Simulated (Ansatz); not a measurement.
A structure relaxed at PBE-D4/def2-SVP in Ansatz, charge 0, singlet:

```xyz
57

C     4.952    6.951    4.478
C     4.621    5.608    3.827
C     3.736    5.741    2.582
C     3.419    4.423    1.863
C     2.553    3.446    2.667
C     2.238    2.127    1.947
C     1.361    2.264    0.698
C     1.019    0.925    0.038
C     0.154    1.066   -1.219
C    -0.179   -0.252   -1.931
C    -1.095   -1.192   -1.137
C    -1.421   -2.521   -1.832
C    -2.201   -2.385   -3.149
C    -2.608   -3.714   -3.816
C    -3.979   -4.279   -3.407
C    -4.181   -4.646   -1.930
C    -3.283   -5.778   -1.427
C    -3.462   -6.114    0.055
S    -5.124   -6.748    0.531
H     5.596    6.829    5.372
H     4.031    7.481    4.800
H     5.484    7.622    3.771
H     5.563    5.084    3.546
H     4.125    4.950    4.574
H     4.234    6.433    1.866
H     2.782    6.243    2.864
H     4.373    3.918    1.584
H     2.914    4.658    0.902
H     1.599    3.950    2.944
H     3.058    3.211    3.629
H     1.734    1.438    2.661
H     3.192    1.623    1.671
H     0.418    2.791    0.969
H     1.862    2.917   -0.050
H     1.962    0.393   -0.226
H     0.510    0.275    0.783
H     0.675    1.741   -1.933
H    -0.794    1.588   -0.954
H    -0.653   -0.014   -2.908
H     0.767   -0.787   -2.178
H    -2.045   -0.658   -0.904
H    -0.629   -1.416   -0.153
H    -1.990   -3.157   -1.122
H    -0.474   -3.073   -2.033
H    -1.582   -1.804   -3.865
H    -3.111   -1.764   -2.977
H    -1.810   -4.471   -3.645
H    -2.633   -3.568   -4.917
H    -4.758   -3.538   -3.692
H    -4.187   -5.181   -4.025
H    -4.041   -3.745   -1.291
H    -5.240   -4.953   -1.788
H    -2.213   -5.513   -1.580
H    -3.467   -6.692   -2.034
H    -3.217   -5.242    0.696
H    -2.774   -6.930    0.353
H    -5.783   -5.559    0.451
```

Problem. Give its formula, name or SMILES.

Solution. `CCCCCCCCCCCCCCCCCCS`.

Problem. Summarise the bond lengths by kind (pairs closer than 1.2 times the sum of covalent radii, bridged metal pairs left out).

Solution. 17 × C–C 1.53 to 1.54 Å; 1 × C–S 1.84 Å; 37 × C–H 1.11 to 1.12 Å; 1 × H–S 1.36 Å.

Single mean-field runs in def2-SVP are fitted with def2-universal-jkfit.
